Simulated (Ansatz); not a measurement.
BClF2H2OSi (`OB[Si](F)(F)Cl`). Total charge 0; spin multiplicity 1.

Cartesian coordinates in Å:
```
O -1.7888 -0.0629 0.4785
B -0.5850 -0.6288 0.2891
Si 0.9511 0.5673 -0.2399
F 2.2449 0.2589 0.6260
F 0.6592 2.1144 -0.0642
Cl 1.4381 0.2528 -2.1956
H -2.4866 -0.6865 0.7030
H -0.4328 -1.8151 0.4030
```

Problem. What are the harmonic wavenumbers in cm⁻¹ at PBE0-D4/def2-TZVP (Ansatz, finite differences of forces, unscaled)? (An estimate is asked.)

Solution. Computed: 40, 117, 145, 214, 271, 299, 377, 525, 605, 661, 888, 896, 948, 986, 1181, 1395, 2583, 3847.

Problem. Is this a minimum?

Solution. Yes, all 18 modes are real.

Problem. Give the ideal-gas thermochemistry at 298.15 K and 1 bar (rigid rotor, harmonic oscillator; point group C1, symmetry number 1).

Solution. Zero-point energy 95.6 kJ/mol; H(298) − E = 117.8 kJ/mol; entropy 368.4 J/(mol·K), of which translation 169.6, rotation 118.6, vibration 80.3; G(298) − E = 7.9 kJ/mol. Modes under 100 cm⁻¹ are hindered rotations or soft bends, so the harmonic entropy is rough.

Problem. And at 400, 500, 600, 800 and 1000 K?

Solution. 
```
T (K)  H − E (kJ/mol)  S (J/mol/K)  G − E (kJ/mol)
  400           129.6        402.4           -31.4
  500           142.5        431.1           -73.1
  600           156.3        456.3          -117.5
  800           185.9        498.8          -213.2
 1000           217.1        533.6          -316.5
```
